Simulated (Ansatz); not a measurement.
`C[SiH2][SiH2][AlH2]` + H–F → `F[SiH2][AlH2]` + `C[SiH3]`  (cleavage of the Si–Si bond)

Computed with Ansatz on PBE0-D4/def2-TZVP structures; ΔE is electronic, products minus reactants. CCSD(T)/CBS is the MP2 limit (def2-TZVPP, def2-QZVPP) plus CCSD(T) − MP2 in def2-TZVPP, frozen cores. This one scheme is used for every species. DFT in def2-TZVPP. Each species was taken in one conformer, which may not be the lowest.

```
             level  ΔE (kJ/mol)  difference from CCSD(T)/CBS
            PBE-D4        -82.3                         19.6
           ωB97X-V       -108.9                         -7.0
               PBE        -90.1                         11.8
            r2SCAN       -103.4                         -1.5
     HF/def2-TZVPP       -143.8                        -41.9
   CCSD/def2-TZVPP       -108.4                         -6.5
CCSD(T)/def2-TZVPP       -102.2                         -0.3
    MP2/def2-QZVPP       -105.6                         -3.7
     MP2/CBS(def2)       -104.5                         -2.6
    CCSD/CBS(def2)       -108.1                         -6.2
       CCSD(T)/CBS       -101.9                            0
```

Largest T1 diagnostic among the species: 0.012.

In def2-TZVPP, CCSD(T) changes the Hartree–Fock value by +41.7 kJ/mol (the triples alone add +6.2 kJ/mol) and MP2 by +39.1 kJ/mol. The D4 term adds +12.4 kJ/mol with B3LYP and +7.2 kJ/mol with PBE0; it sums over pairs of atoms, weighted by their polarisabilities, and B3LYP, whose exchange is more repulsive, gets the larger term. From PBE to PBE0 (25 % exact exchange), in def2-TZVPP and without D4, ΔE moves by −3.2 kJ/mol.

B3LYP here is the variant with VWN-RPA as its local correlation; programs differ in this.
